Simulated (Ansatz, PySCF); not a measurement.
Caution: the highest occupied level lies above zero, so the state may not be bound. This triplet is an excited state, 1.53 eV above the relaxed singlet at the level frozen-core CCSD(T)/aug-cc-pVDZ // PBE0-D3(BJ)/def2-TZVPD (Ansatz, a quantum-chemistry and plane-wave program).

Cartesian coordinates (Å):
```xyz
5

N      2.5453    -0.4466     0.0125
C      1.4846     0.0330     0.0471
Al    -0.2704     0.9189     0.1093
O     -1.6848    -0.1127     0.3294
H     -2.0748    -0.3925    -0.4983
```
Charge -1, spin multiplicity 3.

Task: Estimate the total energy and highest occupied spin orbital that PBE0-D3(BJ)/def2-TZVPD (PySCF) returns for this input.

Result: 
total energy: -410.9236 Ha
highest occupied spin orbital: 0.86 eV
